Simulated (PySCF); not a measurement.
H₇NO₂Si₂, SMILES O[Si@H](O[SiH3])N.

Geometry: B3LYP-D3(BJ)/def2-SVP. The structure was generated by enumeration; whether it is a known compound was not checked. Other conformers were not sampled.

Two levels are set side by side: PBE/def2-TZVP (PySCF) and CAM-B3LYP/def2-TZVP (PySCF). Same geometry, gas phase. Differences are taken from unrounded values.

| quantity | CAM-B3LYP | PBE | PBE minus CAM-B3LYP |
|---|---|---|---|
| orbital gap (eV) | 10.59 | 5.89 | -4.71 |
| highest occupied level (eV) | -9.32 | -6.38 | 2.94 |
| lowest empty level (eV) | 1.27 | -0.49 | -1.77 |
| dipole moment (D) | 2.18 | 2.21 | 0.03 |
| mean polarisability (bohr³) | 61.8 | 66.0 | 4.2 |

Without exact exchange PBE keeps part of each electron's self-repulsion, which lifts occupied levels and narrows the gap. Loosely held outer electrons make PBE densities more polarisable. Differences between two approximate levels are no errors against the true value.

Rough cost on one machine, each run with all the roots and properties that it gave: CAM-B3LYP against PBE within a factor of 2.
